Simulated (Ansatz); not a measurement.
FSn (SMILES [F][Sn+]), charge +1, singlet, at a GFN2-xTB geometry (such geometries of metal compounds can be far from the true shape) (core potentials on Sn); PBE0/def2-TZVP in Ansatz (an electronic-structure program).

Input for Ansatz:
Ansatz 0.2 input:
```yaml
crystal:
  periodic: [false, false, false]
  atoms:
    - {symbol: Sn, position_ang: [-0.00000000, -0.00000000, -0.31245265]}
    - {symbol: F, position_ang: [0.00000000, 0.00000000, 1.73584808]}
basis:
  gaussian:
    orbitals: def2-TZVP
hamiltonian:
  xc: pbe0
total_charge: 1
```

What the program printed (banner, timings and long lists left out):

```
Functional definition: PBE0
617 factors; their error is unknown
mean field evaluation 1: about -8521.2328 eV, gradient 1.1e2 eV
mean field evaluation 2: about -8237.7785 eV, gradient 2.3e2 eV
mean field evaluation 4: about -8538.4204 eV, gradient 3.1e1 eV
mean field evaluation 8: about -8539.9337 eV, gradient 6.2e-1 eV
mean field evaluation 16: about -8540.0349 eV, gradient 5.3e-5 eV
mean field -8540.03492257 eV, -313.8404947610 hartree, gradient 5.3e-5 eV, S^2 0.000000; 0 other end points of the search recorded, 0 dependent functions left out
reference -8540.03494301 eV, -313.8404955121 hartree; 15, 15 occupied and 66, 66 virtual orbitals, 617 factors
Total energy: -8540.03494301 eV, -313.8404955121 hartree
```
